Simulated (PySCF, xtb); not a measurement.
GaClBr₂, SMILES [Cl][Ga]([Br])[Br].

Harmonic wavenumbers (cm⁻¹) from GFN2-xTB (xtb) at its own minimum, in rising order: 77, 90, 102, 229, 320, 396.

Problem. What does PBE-D3(BJ)/def2-SVP (PySCF) give at its own minimum? (The exact figures need the calculation; the answer reports its results.)

Solution. 82, 103, 114, 247, 346, 432. Paired by order, the mean absolute difference is 18 cm⁻¹ and the zero-point energies are 1.7 and 1.9 kcal/mol.
